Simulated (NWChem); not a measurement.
# trans-dichloroethylene (C2H2Cl2); SMILES Cl/C=C/Cl

```xyz
6

Cl     0.0420    -2.1475     0.0000
C     -0.4433    -0.4975     0.0000
C      0.4433     0.4975     0.0000
Cl    -0.0420     2.1475     0.0000
H     -1.5229    -0.3328     0.0000
H      1.5229     0.3328     0.0000
```
Atoms are numbered in this order, from 1.

Program: NWChem. Geometry: optimised at PBE0/def2-SVP. B3LYP is NWChem's, with the RPA form of VWN correlation.

Q: What does the run give for B3LYP/aug-cc-pVTZ? Quantities: highest occupied level (eV); orbital gap (eV).

A: 
```
Property                     Value
---------------------------  -----
highest occupied level (eV)  -7.17
orbital gap (eV)              6.15
```
